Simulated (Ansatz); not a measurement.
Al₄O₆⁺, relaxed as a doublet with UKS r2SCAN-D4/def2-SVP in Ansatz, starting from the r2SCAN-D4/def2-SVP geometry of the neutral singlet. Force threshold 0.02 eV/Å.

The structure comes from a short search, and lower isomers may exist.

Start:

```xyz
10

Al   -1.505   -0.659   -0.037
Al   -0.025    1.464   -0.745
Al    0.477    0.188    1.561
Al    1.052   -0.993   -0.778
O     1.112    0.510   -1.649
O    -0.489   -1.788   -0.883
O     1.655   -0.871    0.847
O     0.490    1.788    0.883
O    -1.655    0.871   -0.847
O    -1.112   -0.510    1.649
```

Question: Estimate the energy that the relaxation releases and the steps that it takes.

Answer: 0.30 eV, in 6 steps; 44 s on 4 threads of Arm Neoverse V2 on a shared host. No frequencies were taken in this run, so the end may be a saddle point.

Question: Does the start keep its bonding and symmetry?

Answer: By distances, no bond broke or formed. The bond that changes most is Al1–O6, from 1.74 to 1.71 Å (atoms count from 1). Point group Td at the start, D2d at the end, both within 0.05 Å.

Question: Predict the relaxed structure.

Answer: 
Cartesian coordinates in Å:
```
Al -1.5249 -0.7527 -0.0873
Al 0.0024 1.5533 -0.6963
Al 0.5035 0.2847 1.6015
Al 1.0226 -1.0837 -0.8231
O 1.0708 0.4906 -1.5874
O -0.5073 -1.8566 -0.9160
O 1.5909 -0.8422 0.8179
O 0.5073 1.8566 0.9160
O -1.5953 0.8401 -0.8114
O -1.0700 -0.4902 1.5862
```
Bond lengths (bridged metal pairs left out): 12 × Al–O 1.71 to 1.75 Å.
